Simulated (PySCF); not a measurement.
# How the method changes the shape and vibrations of AlCH3O

These are calculations, not measurements. The program is PySCF 2.14.0, an open-source quantum chemistry code, run on an isolated molecule that a program drew, which may never have been made. The molecule is AlCH3O (charge 0, singlet), drawn as the SMILES string `C[O][Al]`.

The geometry was optimised and harmonic frequencies were computed with HF and MP2, all in the cc-pV(D+d)Z basis, for the commonest isotopes, with a restricted reference for singlets and an unrestricted one otherwise, and a frozen core in MP2. Each result is a local minimum of its method.

Geometry at the HF minimum:
```xyz
6
AlCH3O, angstrom
C     0.3618   -1.7862   -0.8516
O    -0.8806   -2.0754   -0.3107
Al   -2.3797   -2.4237    0.3418
H     0.5037   -2.3146   -1.7977
H     0.4609   -0.7144   -1.0408
H     1.1601   -2.0878   -0.1689
```

Lengths of the bonds as drawn, in Å (atoms numbered as above):
```
  bond     HF    MP2
 C1-O2  1.386  1.403
O2-Al3  1.672  1.693
 C1-H4  1.093  1.104
 C1-H5  1.093  1.104
 C1-H6  1.093  1.104
```

Rotational constants, in GHz:
```
constant,HF,MP2
A,159.9,156.7
B,5.039,4.913
C,5.039,4.913
```

Harmonic frequencies in cm^-1, each column in rising order, so a row needn't be the same motion in every method:
| rank | HF | MP2 |
|---|---|---|
| 1 | 116 | 107 |
| 2 | 116 | 107 |
| 3 | 669 | ? |
| 4 | 1279 | 1191 |
| 5 | 1279 | 1191 |
| 6 | 1332 | 1256 |
| 7 | 1599 | 1491 |
| 8 | 1602 | 1503 |
| 9 | 1602 | 1503 |
| 10 | 3163 | 3058 |
| 11 | 3233 | 3152 |
| 12 | 3233 | 3152 |

**Estimate the missing MP2 frequency from the HF column.**

A single factor s that minimises the squared misfit of MP2 against s times HF over the other rows is sum(HF x MP2) / sum(HF^2) = 0.9617, with an rms misfit of 34 cm^-1. For rank 3 it gives 0.9617 x 669 = 643 cm^-1. The calculation gives 638 cm^-1, 5 cm^-1 below the estimate. The drawn bonds are on average 1.1 % longer in MP2 than in HF.
